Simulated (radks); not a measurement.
Question: Valence configurations of Ni III (all share [Ar]). Method: scalar-relativistic Kohn-Sham, BLYP, spin-unpolarised, spherical densities, finite nucleus; Fermi nuclear charge, rms radius 3.7757 fm; computed with a radial shooting solver on a logarithmic mesh with Libxc functionals. Order these by energy: 3d6.5 4s0.5 4p1; 3d7.5 4s0.5; 3d5.5 4s0.5 4p2; 3d8; 3d7 4s1; 3d7.5 4p0.5; 3d6 4s2; 3d6.5 4s1.5; 3d7 4p1.

Answer: From the lowest, in eV above it: 3d8 0.000; 3d7.5 4s0.5 3.739; 3d7.5 4p0.5 7.182; 3d7 4s1 8.582; 3d6.5 4s1.5 14.638; 3d7 4p1 15.779; 3d6 4s2 22.011; 3d6.5 4s0.5 4p1 22.119; 3d5.5 4s0.5 4p2 47.032. NIST lists [Ar] 3d8 as the ground configuration; this level of theory agrees among the configurations tried. The energies are those of spherical spin-averaged densities, not of single terms.
